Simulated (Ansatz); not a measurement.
Reaction (ligand exchange at the Si–N bond): `O[SiH](O)N[SiH](F)F` + `C[SiH](F)S` → `C[SiH](F)S[SiH](O)O` + `N[SiH](F)F`

Program: Ansatz. Geometries: PBE0-D4/def2-TZVP. ΔE: electronic, gas phase. CCSD(T)/CBS adds triple-zeta CCSD(T) − MP2 to the extrapolated MP2 energy (def2 sets, frozen cores). This one scheme is used for every species. DFT in def2-TZVPP. Each species was taken in one conformer, which may not be the lowest.

CCSD(T)/CBS gives -0.01 eV.

Task: Another level gave +0.03 eV. Which?
A. HF/def2-TZVPP
B. SCS-MP2/def2-TZVPP
C. MP2/def2-TZVPP
D. PBE-D4/def2-TZVPP

Result: B. SCS-MP2/def2-TZVPP 0.03, MP2/def2-TZVPP -0.02, PBE-D4 -0.12, HF/def2-TZVPP 0.15 eV.

Largest T1 diagnostic among the species: 0.012.

The D4 term adds −0.04 eV with B3LYP and −0.02 eV with PBE0; it sums over pairs of atoms, weighted by their polarisabilities, and B3LYP, whose exchange is more repulsive, gets the larger term. From PBE to PBE0 (25 % exact exchange), in def2-TZVPP and without D4, ΔE moves by +0.04 eV.

B3LYP here is the variant with VWN-RPA as its local correlation; programs differ in this.
